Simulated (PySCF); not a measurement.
# Energy of N+ (nitrogen, charge +1) between two integer charges

The 2p alpha orbital of [He] 2s2 2p2 is emptied in steps (occupation f), with all orbitals relaxed, ending at [He] 2s2 2p1. Calculation: PySCF 2.14, in aug-pcseg-2 (5s4p3d2f, 46 functions); no relativity, point nucleus. The exact energy is a straight line in f; departures are measured from the line between the end points of the same method.

```tsv
f	UHF (eV)	LDA (eV)	PBE (eV)	PBE0 (eV)	r2SCAN (eV)	LC-wPBE (eV)	BHandHLYP (eV)	wB97X (eV)	BLYP (eV)	TPSS (eV)
1	0.000	0.000	0.000	0.000	0.000	0.000	0.000	0.000	0.000	0.000
0.75	0.208	-1.528	-1.491	-1.070	-1.374	-0.534	-0.655	-0.566	-1.495	-1.418
0.5	0.269	-2.051	-1.993	-1.426	-1.816	-0.710	-0.872	-0.747	-1.997	-1.889
0.25	0.196	-1.545	-1.493	-1.065	-1.340	-0.525	-0.650	-0.546	-1.494	-1.410
0	0.000	0.000	0.000	0.000	0.000	0.000	0.000	0.000	0.000	0.000
```

| method | E(f=0) − E(f=1) (eV) | −ε at f=1 (eV) | −ε at f=0.5 (eV) |
| --- | --- | --- | --- |
| UHF | 29.222 | 30.367 | 29.190 |
| LDA | 30.091 | 22.013 | 30.045 |
| PBE | 29.955 | 22.049 | 29.948 |
| PBE0 | 29.957 | 24.264 | 29.967 |
| r2SCAN | 30.175 | 22.819 | 30.265 |
| LC-wPBE | 30.150 | 27.314 | 30.169 |
| BHandHLYP | 29.881 | 26.391 | 29.893 |
| wB97X | 29.788 | 26.765 | 29.836 |
| BLYP | 29.892 | 21.955 | 29.894 |
| TPSS | 29.896 | 22.351 | 29.916 |

Orbital energy along the path (eV):

```tsv
f	UHF	LDA	PBE	PBE0	r2SCAN	LC-wPBE	BHandHLYP	wB97X	BLYP	TPSS
1	-30.367	-22.013	-22.049	-24.264	-22.819	-27.314	-26.391	-26.765	-21.955	-22.351
0.75	-29.750	-25.969	-25.955	-27.098	-26.542	-28.724	-28.136	-28.288	-25.884	-26.109
0.5	-29.190	-30.045	-29.948	-29.967	-30.265	-30.169	-29.893	-29.836	-29.894	-29.916
0.25	-28.677	-34.193	-33.959	-32.825	-33.861	-31.591	-31.634	-31.327	-33.908	-33.697
0	-28.205	-38.337	-37.857	-35.585	-37.141	-32.874	-33.321	-32.543	-37.794	-37.338
```

Reference removal energy between the ground levels: 29.601 eV (semi-empirical (NIST evaluation); NIST Atomic Spectra Database, ionization energies). The calculation has no spin-orbit coupling. UHF lacks correlation.
